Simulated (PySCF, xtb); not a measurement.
AlF2, SMILES [F][Al][F], multiplicity 2.

Harmonic wavenumbers (cm⁻¹) from GFN2-xTB (xtb) at its own minimum, in rising order: 112, 633, 821.

What does B3LYP-D3(BJ)/def2-TZVP (PySCF) give at its own minimum? (The exact figures need the calculation; the answer reports its results.)

230, 743, 890. Paired by order, the mean absolute difference is 99 cm⁻¹ and the zero-point energies are 2.2 and 2.7 kcal/mol.
